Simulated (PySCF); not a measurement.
**Dipole response of Mo(2+) (molybdenum, charge +2)**

[Kr] 4d4, high-spin 5D determinant. All numbers are calculated (PySCF 2.14, a scalar-relativistic core potential, in aug-cc-pwCVDZ-PP with ECP28MDF (6s6p5d3f, 70 functions)). Coupled (time-dependent) response in atomic units; α is the mean over directions. A double-zeta set is small for polarisabilities.

| method | mean α (bohr³) | α xx, yy, zz | C₆ (like pair) | S(−4) |
| --- | --- | --- | --- | --- |
| CAM-B3LYP | 10.03 | 9.558, 9.558, 10.98 | 53.35 | 40.43 |

S(−4) is the Cauchy moment in α(ω) = α(0) + S(−4) ω² + …

Spin-orbit coupling is absent.

α(iu) at CAM-B3LYP:

```
u (hartree)  α(iu) (bohr³)
          0          10.03
     0.0500          9.933
      0.100          9.656
      0.200          8.781
      0.300          7.803
      0.500          6.153
      0.750          4.701
       1.00          3.692
       1.50          2.423
       2.00          1.691
       3.00         0.9338
       5.00         0.3923
```

A single London oscillator, α(iu) = α/(1 + u²/ω²), gives C₆ = (3/4) ω α². Matching the computed C₆ needs ω = 4 × 53.35 / (3 × 10.03²) = 0.707 hartree.

For an ion, C₆ is the dispersion term alone; charge-induced terms of lower order in 1/R come first.

The components differ because the open shell of this determinant is not spherical; for a pure term their mean is the scalar polarisability.

Energies and moments cover only the electrons outside the core potential.
